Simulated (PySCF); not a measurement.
This PySCF input asks for the NMR shieldings of `C(P1[C@H](C)CC1)(F)=C(F)F`, C$_{6}$H$_{8}$F$_{3}$P; the geometry comes from GFN2-xTB.

```python
import basis_set_exchange as bse
import numpy as np
from pyscf import gto, dft
from pyscf.prop import nmr

atoms = """
C    -1.708960    1.226596    0.385744
C    -1.281574   -0.007961   -0.379560
C    -0.743072   -1.203368    0.422013
C     0.273421   -1.662054   -0.629836
P     0.269020    0.011403   -1.473413
C     1.385528    0.956073   -0.354302
F     1.053951    2.265163   -0.286685
C     2.554401    0.607160    0.174091
F     3.038859   -0.629939    0.161156
F     3.382509    1.414760    0.827202
H    -0.948286    1.533782    1.099313
H    -1.894848    2.054819   -0.294594
H    -2.625887    1.017296    0.935173
H    -2.096074   -0.332147   -1.037162
H    -1.490066   -1.947868    0.699832
H    -0.241171   -0.862925    1.328060
H     1.222351   -2.046685   -0.269170
H    -0.158861   -2.387787   -1.319517
"""
names = dict.fromkeys(["C", "P", "F", "H"], "pcSseg-1")
basis = {el: gto.basis.parse(bse.get_basis(n, elements=[el], fmt="nwchem")) for el, n in names.items()}
mol = gto.M(atom=atoms, basis=basis, charge=0, verbose=0)
mf = dft.RKS(mol, xc="PBE0")
mf.grids.level = 2
mf.grids.alignment = dft.numint.BLKSIZE   # the property module wants whole blocks of grid points
mf.conv_tol = 1e-9
mf.kernel()

calc = nmr.RKS(mf)   # GIAO
C = mf.mo_coeff
Co = C[:, mf.mo_occ > 0]
resp = mf.gen_response(singlet=True, hermi=2)
def vind(x):   # induced exchange potential for any number of trial vectors
    d = np.einsum("pi,xij,qj->xpq", C, 2 * x.reshape(-1, C.shape[1], Co.shape[1]), Co, optimize=True)
    return np.einsum("xpq,pi,qj->xij", resp(d - d.transpose(0, 2, 1)), C, Co, optimize=True).ravel()
mo1, _ = nmr.rhf.solve_mo1(calc, with_cphf=vind)
sigma = calc.kernel(mo1)
for i, s in enumerate(sigma):   # ppm
    w = np.linalg.eigvalsh((s + s.T) / 2)
    print("%2d %-2s iso %8.1f  s11 %8.1f  s22 %8.1f  s33 %8.1f" % (i, mol.atom_pure_symbol(i), w.mean(), *w))
```

Q: What are the results?

A: 
```
 0 C  iso    165.3  s11    151.0  s22    159.7  s33    185.2
 1 C  iso    151.3  s11    132.0  s22    158.7  s33    163.2
 2 C  iso    149.0  s11    123.5  s22    147.3  s33    176.3
 3 C  iso    170.3  s11    153.2  s22    178.2  s33    179.5
 4 P  iso    308.8  s11    231.0  s22    321.9  s33    373.6
 5 C  iso     46.2  s11     14.5  s22     45.3  s33     78.8
 6 F  iso    366.0  s11    279.1  s22    380.0  s33    439.0
 7 C  iso     15.9  s11    -57.9  s22     49.2  s33     56.3
 8 F  iso    291.7  s11    257.3  s22    297.9  s33    320.0
 9 F  iso    255.0  s11    212.2  s22    265.9  s33    286.8
10 H  iso     30.4  s11     26.0  s22     31.1  s33     34.3
11 H  iso     30.4  s11     26.8  s22     27.4  s33     37.0
12 H  iso     30.4  s11     25.6  s22     27.8  s33     37.8
13 H  iso     29.1  s11     25.4  s22     28.8  s33     33.1
14 H  iso     29.0  s11     24.4  s22     26.4  s33     36.1
15 H  iso     28.9  s11     26.8  s22     27.8  s33     32.0
16 H  iso     29.6  s11     24.0  s22     29.1  s33     35.8
17 H  iso     29.7  s11     26.3  s22     27.2  s33     35.5
```

These numbers come from an equivalent density-fitted implementation of the same equations, which agrees with the script to about 0.01 ppm for H and up to a few tenths of a ppm for heavy atoms, so last digits may differ.

Size and cost of the density-fitted run: 217 basis functions, 46 s wall time on 1 thread of an Intel Xeon Platinum 8488C, shared host; peak memory 1 GiB.
